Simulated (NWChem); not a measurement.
Species: C$_{3}$H$_{4}$N$_{2}$; SMILES C/C=N/C#N

```xyz
9

C     -0.1246    -2.2506     0.0000
C      0.3414    -0.8455     0.0000
N     -0.4804     0.1343     0.0000
C     -0.0497     1.3949     0.0000
N      0.2215     2.5266     0.0000
H      0.2729    -2.7792    -0.8824
H      0.2729    -2.7792     0.8824
H     -1.2209    -2.2979     0.0000
H      1.4336    -0.6732     0.0000
```
Atoms are numbered in this order, from 1.

Computed with NWChem. The geometry was optimised at PBE0/def2-SVP. Level: PBE/def2-SVP with COSMO at NWChem's default radii, gas-phase geometry; the question gives the dielectric constant.

**Question.** What does the run give for dielectric constant 7.6? Quantities: electrostatic solvation energy (kcal/mol); dipole in solution (D).

**Answer.** 
```yaml
electrostatic solvation energy (kcal/mol): -6.7
dipole in solution (D): 6.56
```
